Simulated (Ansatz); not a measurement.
`FCC(F)C(F)F` → `FCC(F)(F)CF`  (isomerisation)

Computed with Ansatz on PBE0-D4/def2-TZVP structures; ΔE is electronic, products minus reactants. CCSD(T)/CBS adds triple-zeta CCSD(T) − MP2 to the extrapolated MP2 energy (def2 sets, frozen cores). Functionals use def2-TZVPP. One conformer a species, not always the lowest.

```
         level  ΔE (kcal/mol)
        PBE-D4           -1.3
       BLYP-D4           -1.4
     r2SCAN-D4           -1.9
        B97M-V           -2.1
       ωB97X-V           -1.7
      PBE-QIDH           -1.6
        r2SCAN           -1.9
CCSD/CBS(def2)           -1.7
```

**Question.** What does CCSD(T)/CBS give? (An estimate is asked.)

**Answer.** The calculation gave: -1.8 kcal/mol. The listed levels differ from it by 0.5, 0.4, -0.1, -0.3, 0.1, 0.2, -0.1, 0.1 kcal/mol.

**Question.** What do rigid-rotor, harmonic-oscillator terms from PBE0-D4/def2-TZVP frequencies (298.15 K, 1 bar) make of the CCSD(T)/CBS value? (Best estimate.)

**Answer.** Computed: ΔZPE = -0.3 kcal/mol, ΔH = -2.1 kcal/mol, ΔS = -9 J/(mol·K), ΔG = -1.4 kcal/mol.

Largest T1 diagnostic among the species: 0.011.

Leaving LDA and LC-ωPBE aside and taking each functional with its dispersion term where it has one, the values, not all of them listed here, spread over 0.8 kcal/mol, from B97M-V to revPBE-D4. At CCSD(T), def2-SVP lies −0.9 kcal/mol from the extrapolated value and def2-TZVPP +0.1 kcal/mol.

CCSD(T)/CBS has its own doubt, a few kJ/mol and more with outer-core shells, so smaller differences from it don't rank the levels.
